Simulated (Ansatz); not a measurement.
`[F][SnH]([Cl])[Br]` and `[F][GeH]([Cl])[Br]` differ in one element.

Ansatz, PBE0-D4/def2-TZVP geometries, multiplicity 1. 

Elements past krypton have def2 core potentials. Scalar relativity is left out up to krypton.

```
                                          property  `[F][SnH]([Cl])[Br]`
  size of the dipole moment (B3LYP/def2-TZVPP) / D                  2.40
               HOMO energy (B3LYP/def2-TZVPP) / eV                 -8.81
                LUMO energy (PBE0/def2-TZVPP) / eV                 -2.31
               HOMO–LUMO gap (PBE/def2-TZVPP) / eV                  4.55
             LUMO energy (ωB97M-V/def2-TZVPP) / eV                 -0.30
size of the dipole moment (ωB97M-V/def2-TZVPP) / D                  2.42
```

Question: Give the same properties after the change, and the shifts. (An estimate is asked.)

Answer: Computed: 
```csv
property,`[F][GeH]([Cl])[Br]`,shift
size of the dipole moment (B3LYP/def2-TZVPP) / D,1.76,-0.64
HOMO energy (B3LYP/def2-TZVPP) / eV,-8.81,0.00
LUMO energy (PBE0/def2-TZVPP) / eV,-1.41,0.90
HOMO–LUMO gap (PBE/def2-TZVPP) / eV,5.38,0.83
LUMO energy (ωB97M-V/def2-TZVPP) / eV,0.61,0.91
size of the dipole moment (ωB97M-V/def2-TZVPP) / D,1.77,-0.65
```

Dipoles are sizes alone; their direction can turn.

B3LYP here is the variant with VWN-RPA as its local correlation; programs differ in this.

Spin–orbit coupling is left out; it splits and shifts lone-pair levels of the heavy atoms by tenths of an eV.
